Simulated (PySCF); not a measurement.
This PySCF input asks for the NMR shieldings of `NC(C[B@@H-](C#C)[NH2+]C)=O`, C₅H₁₁BN₂O; the geometry comes from GFN2-xTB.

```python
import basis_set_exchange as bse
import numpy as np
from pyscf import gto, dft
from pyscf.prop import nmr

atoms = """
C    -0.961478    3.063587   -1.030654
C    -0.534690    2.037440   -0.574248
B    -0.010364    0.700677    0.009394
C     1.196768    0.059665   -0.941701
C     1.555330   -1.269766   -0.393379
N     2.803976   -1.416929    0.098202
O     0.752502   -2.204935   -0.331573
N    -1.209615   -0.390568   -0.122310
C    -2.211738   -0.379549    0.937389
H    -1.324370    3.969653   -1.424902
H     0.303595    0.768640    1.157903
H     0.809677   -0.065101   -1.953582
H     2.064289    0.714243   -0.987030
H     3.051850   -2.276364    0.560876
H     3.450588   -0.649727    0.122554
H    -1.656146   -0.244600   -1.024222
H    -0.702026   -1.299912   -0.162581
H    -1.725249   -0.580254    1.889457
H    -2.673727    0.605894    0.989503
H    -2.984318   -1.131418    0.768169
"""
names = dict.fromkeys(["C", "B", "N", "O", "H"], "pcSseg-1")
basis = {el: gto.basis.parse(bse.get_basis(n, elements=[el], fmt="nwchem")) for el, n in names.items()}
mol = gto.M(atom=atoms, basis=basis, charge=0, verbose=0)
mf = dft.RKS(mol, xc="PBE0")
mf.grids.level = 2
mf.grids.alignment = dft.numint.BLKSIZE   # the property module wants whole blocks of grid points
mf.conv_tol = 1e-9
mf.kernel()

calc = nmr.RKS(mf)   # GIAO
C = mf.mo_coeff
Co = C[:, mf.mo_occ > 0]
resp = mf.gen_response(singlet=True, hermi=2)
def vind(x):   # induced exchange potential for any number of trial vectors
    d = np.einsum("pi,xij,qj->xpq", C, 2 * x.reshape(-1, C.shape[1], Co.shape[1]), Co, optimize=True)
    return np.einsum("xpq,pi,qj->xij", resp(d - d.transpose(0, 2, 1)), C, Co, optimize=True).ravel()
mo1, _ = nmr.rhf.solve_mo1(calc, with_cphf=vind)
sigma = calc.kernel(mo1)
for i, s in enumerate(sigma):   # ppm
    print("%2d %-2s %9.2f" % (i, mol.atom_pure_symbol(i), np.trace(s) / 3))
```

Task: What does it print?

Result: 
```
 0 C      96.06
 1 C      84.00
 2 B     121.30
 3 C     154.69
 4 C      -0.55
 5 N     148.71
 6 O     -27.73
 7 N     213.03
 8 C     155.64
 9 H      30.13
10 H      29.65
11 H      30.61
12 H      30.41
13 H      27.18
14 H      26.68
15 H      30.04
16 H      22.68
17 H      29.38
18 H      28.77
19 H      29.23
```

These numbers come from an equivalent density-fitted implementation of the same equations, which agrees with the script to about 0.01 ppm for H and up to a few tenths of a ppm for heavy atoms, so last digits may differ.

Size and cost of the density-fitted run: 208 basis functions, 56 s wall time on 1 thread of an Arm Neoverse V1, shared host; peak memory 0.93 GiB.
